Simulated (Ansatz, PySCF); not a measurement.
System: sum formula H₂BO₂, net charge 0, doublet state. It need not be the lowest isomer of its formula. SMILES: O[B]O
Geometry from a B3LYP-D3(BJ)/def2-TZVP (Ansatz, a quantum-chemistry and plane-wave program) optimisation:
```
B
O 1 1.3477
H 2 0.9710 1 116.96
O 1 1.3477 2 129.88 3 0.00
H 4 0.9710 1 116.96 2 0.00
```
Charge 0, spin multiplicity 2.

Quantity: vertical ionisation energy (to the singlet state of charge +1; each state is the SCF solution reached for its spin), in eV. Valence correlation only, unless marked. UHF or UKS for open shells. Spin-orbit coupling is left out. No relativistic terms. CBS(X,Y): correlation extrapolated as X^-3; Hartree-Fock from the larger set. The bracket is a focal-point correction in the basis named.

```csv
level,program,vertical ionisation energy (eV),minus last row
HF/aug-cc-pVQZ,Ansatz,8.46,-0.32
BHLYP/def2-TZVPD,Ansatz,8.79,0.01
M06-2X/def2-TZVPD,PySCF,8.80,0.02
CAM-B3LYP/def2-TZVPD,Ansatz,8.85,0.07
B2PLYP/def2-TZVPD,Ansatz,8.71,-0.07
RI-MP2/aug-cc-pVTZ,Ansatz,8.68,-0.10
SCS-MP2/aug-cc-pVDZ,Ansatz,8.59,-0.19
SCS-MP2/aug-cc-pVTZ,Ansatz,8.63,-0.15
CCSD(T)/aug-cc-pVDZ,Ansatz,8.70,-0.08
"RI-MP2/CBS(aug-cc-pVTZ,aug-cc-pVQZ)+[CCSD(T)-MP2]/aug-cc-pVTZ",Ansatz,8.78,0.00
```

For comparison, minus the highest occupied orbital energy (PySCF): 9.48 eV at HF/def2-TZVPD, 4.83 eV at M06-L/def2-TZVPD, 5.77 eV at B3LYP/def2-TZVPD.
